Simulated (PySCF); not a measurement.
The isolated species Cl3Ga3O3 ((ClGaO)3 ring) is ionised with Al Kα (hν = 1486.6 eV). Calculated photoelectron kinetic energies of its computed core levels, recoil neglected:

```csv
line,kinetic energy (eV)
1,1280.38
2,1278.73
3,948.95
```

Level of theory: PySCF 2.14.0, delta-SCF UKS SCAN, pcX-2 on the ionised atom, pcseg-1 elsewhere, spin-free X2C.

Task: Which element, shell and site does each line come from? Bonds: Ga1–Cl2, Ga1–O3, Ga1–O9, O3–Ga4, Ga4–Cl5, Ga4–O6, O6–Ga7, Ga7–Cl8, Ga7–O9.

Result: Against the vacuum level, binding energy = hν − kinetic energy.

| line | binding energy (eV) | level | atoms | environment |
| --- | --- | --- | --- | --- |
| 1 | 206.22 | Cl 2p3/2 | Cl2/Cl5/Cl8 | chlorine bonded to Ga |
| 2 | 207.87 | Cl 2p1/2 | Cl2/Cl5/Cl8 | chlorine bonded to Ga |
| 3 | 537.65 | O 1s | O3/O6/O9 | oxygen bonded to 2 Ga |

Out of reach at this photon energy: Cl 1s (2828.8 eV).

Task: Where does line 2 move with hν = 800.0 eV?

Result: To 800.0 − 207.87 = 592.13 eV; every photoline shifts by the change in photon energy, -686.6 eV.

Task: Give the binding energy of Cl 2p3/2 of Cl2/Cl5/Cl8 in hartree and in kJ/mol.

Result: 206.22 eV = 7.5784 Eh = 19897 kJ/mol.

Other core shells, valence and Auger electrons aren't listed. Topologically equivalent atoms share the value of their first member; where this conformer doesn't relate them by symmetry, their own values could differ. The 2p values aren't plain energy differences: one relaxed spin-free 2p hole is combined with a matrix within the shell (ground-state 2p orbital-energy differences and spin–orbit coupling). 2p3/2, the mean of its two sublevels, lies a third of the splitting below the shell's mean and 2p1/2 two thirds above it; the statistical areas are 2:1. 2p1/2 minus 2p3/2 (ligand field included): Cl 1.65 eV. No level of gallium is listed. Geometry: PBE0-D3(BJ)/def2-SVP, one conformer, isolated molecule.
